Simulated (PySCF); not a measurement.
Compound: C6H7NOS.
Numbering: `[CH2:1]=[CH:2][CH2:3][C:4](=[S:5])[O:6][CH2:7][C:8]#[N:9]` (hydrogens: H10, H11 on C1; H12 on C2; H13, H14 on C3; H15, H16 on C7)

Structure used (GFN2-xTB), in Å, numbered top down from 1:
```
atom  x, y, z in Å
C1    -1.7161    1.4668    0.0488
C2    -1.5499    0.2520   -0.4407
C3    -1.0318   -0.9223    0.3459
C4     0.1252   -1.5640   -0.3681
S5    -0.0392   -2.9444   -1.2097
O6     1.3332   -0.9985   -0.3625
C7     1.5745    0.2265    0.3174
C8     2.9252    0.6589    0.0156
N9     3.9846    1.0134   -0.2155
H10   -1.4864    1.7090    1.0748
H11   -2.1096    2.2699   -0.5499
H12   -1.7977    0.0286   -1.4694
H13   -1.8236   -1.6717    0.4129
H14   -0.7535   -0.6132    1.3574
H15    1.4862    0.0948    1.4060
H16    0.8712    1.0031   -0.0154
```

Computed, not measured: PySCF, TDDFT PBE0/def2-SVPD, vertical, gas phase, core orbitals frozen in the response.

Ground-to-excited transition dipoles (e·a0, same axes as the geometry; the sign carries no meaning), for the states with f of 0.002 or more among the lowest 8:

| state | E (hartree) | μx | μy | μz |
| --- | --- | --- | --- | --- |
| S2 | 0.1869 | -0.096 | 0.320 | 0.215 |
| S3 | 0.1950 | -0.018 | 1.039 | 0.432 |
| S4 | 0.2014 | -0.092 | 0.069 | -0.069 |
| S5 | 0.2083 | -0.547 | -0.746 | -0.272 |
| S6 | 0.2229 | 0.005 | -0.403 | -0.231 |
| S7 | 0.2280 | -0.279 | -0.506 | -0.405 |
| S8 | 0.2357 | -0.191 | 0.080 | 0.042 |

(1) Work out the oscillator strengths.

(2) What angle do the transition dipoles of S5 and S6 make?

(3) How is the summed strength of these states shared among x, y and z?

(4) What peak molar absorption coefficient would the strongest computed level give as a lone Gaussian band 0.3 eV wide at half height?

Results:

(1) f = (2/3) ΔE |μ|² with ΔE in hartree (27.2114 eV).

| state | \|μ\|² (au) | \|μ\| (D) | f |
| --- | --- | --- | --- |
| S2 | 0.157 | 1.01 | 0.020 |
| S3 | 1.266 | 2.86 | 0.165 |
| S4 | 0.018 | 0.34 | 0.002 |
| S5 | 0.930 | 2.45 | 0.129 |
| S6 | 0.216 | 1.18 | 0.032 |
| S7 | 0.498 | 1.79 | 0.076 |
| S8 | 0.045 | 0.54 | 0.007 |

(2) |cos θ| = |μa·μb| / (|μa| |μb|) = 0.80, so θ ≈ 36° (taken between 0 and 90°, since the signs are arbitrary).

(3) (2/3) Σ ΔE μα² gives 0.061 for x, 0.295 for y and 0.074 for z, 0.430 in all.

(4) ε(max) = 2.175×10⁸ f / FWHM, with the width in cm⁻¹. S3: 2.175×10⁸ × 0.1646 / 2420 ≈ 15000 L mol⁻¹ cm⁻¹.

The run took 60 s wall on one thread, Arm Neoverse V1 (shared host).

One conformer stands for the species.
